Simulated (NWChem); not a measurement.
System: ethylene glycol (C$_{2}$H$_{6}$O$_{2}$); SMILES OCCO

The following NWChem deck was run.

```
start job
memory heap 200 mb stack 900 mb global 1100 mb
geometry units angstroms noautoz
  O     -0.583103    -1.307559    -0.181237
  C      0.599196    -0.676016     0.254710
  C      0.555306     0.732905    -0.294144
  O     -0.594778     1.398969     0.134841
  H     -0.709594    -2.119064     0.317820
  H      0.645073    -0.629599     1.359940
  H      1.507621    -1.199099    -0.104554
  H      1.434202     1.297666     0.056114
  H      0.616010     0.683022    -1.401475
  H     -1.317427     0.774596    -0.013755
end
basis spherical
  * library 6-311++g**
end
dft
  xc b3lyp
  iterations 150
  mulliken
end
task dft energy
```

Coordinates come from a PBE0/def2-SVP optimisation. B3LYP is NWChem's, with the RPA form of VWN correlation.

Predict the main results of this run. (B3LYP/6-311++G** (spherical d).) Quantities: basis functions; energy (Ha); highest occupied level (eV); orbital gap (eV); dipole (D).


| Property | Result |
|---|---|
| number of basis functions | 130 |
| energy (Ha) | -230.33 |
| highest occupied level (eV) | -7.55 |
| orbital gap (eV) | 7.01 |
| dipole (D) | 2.77 |
